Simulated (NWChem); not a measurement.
Species: SiH₄TeSe; SMILES [Te]([SiH3])[SeH]

```xyz
7

Te     0.6853     0.6376     0.0071
Se    -0.1910    -1.7532     0.0274
H     -0.2534    -1.8978    -1.4380
Si    -1.6218     1.6300     0.0081
H     -2.3765     1.1848     1.2143
H     -2.3572     1.2294    -1.2263
H     -1.4458     3.1145     0.0335
```
Atoms are numbered in this order, from 1.

Results from NWChem. Structure relaxed at the PBE0/def2-SVP level. No frequency run checked for a minimum. def2 effective core potentials on Te; no spin-orbit coupling. Ions are spin-unrestricted doublets at the neutral geometry; other ion states weren't tried.

For level CAM-B3LYP/def2-SVP:

| Property | Result |
|---|---|
| vertical ionisation energy, ΔSCF (eV) | 8.99 |
| −ε(HOMO) (eV) | 7.73 |

How do the values read with level PBE/def2-SVP instead?

The vertical ionisation energy, ΔSCF (eV) is 8.37 and the −ε(HOMO) (eV) comes out as 5.51.
